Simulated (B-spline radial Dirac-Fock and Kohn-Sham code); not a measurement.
Calculated with a B-spline atomic structure program, using Dirac-Fock energy differences between relaxed states, corrected for Breit and QED terms. Free neutral atoms.

Q: Order these X-ray lines by photon energy, lowest first.
A. Pm Mζ2
B. Kr Lβ1
C. Sr Lβ1
D. Re Mα1
E. Rb Lβ1
F. Ge Lγ5

A: A (781.2 eV), F (1242.9 eV), B (1638.8 eV), E (1754.1 eV), D (1844.9 eV), C (1873.8 eV).
